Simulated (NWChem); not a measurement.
WHSO$_{2}$Cl; SMILES [O]=[W](=[O])([SH])[Cl]

```xyz
6

W      0.2125    -0.0137     0.0013
O      1.2177    -0.0469    -1.3655
O      1.1880     0.0535     1.3860
Cl    -1.1666     1.7990    -0.0936
S     -0.9041    -2.0612     0.1310
H     -1.0598    -2.1776    -1.2101
```
Atoms are numbered in this order, from 1.

Level: PBE0/def2-SVP with def2 effective core potentials on W (NWChem), optimised geometry, unscaled harmonic frequencies. def2 effective core potentials on W; no spin-orbit coupling.

```
frequency (cm⁻¹)  IR intensity (km/mol)
----------------  ---------------------
113                                 0.2
151                                 3.4
182                                 6.9
217                                 6.0
289                                18.8
329                                 0.3
409                                30.5
422                                59.4
643                                20.3
1021                              158.1
1060                               91.6
2692                               11.2
```

```yaml
zero_point_energy: 10.8 kcal/mol
thermal correction to the enthalpy at 298.15 K (with zero-point energy): 15.7 kcal/mol
heat capacity Cv: 21.3 cal/(mol K)
entropy at 298.15 K and 1 atm (symmetry number 1): 86.5 cal/(mol K)
```

Rigid rotor and harmonic oscillator.
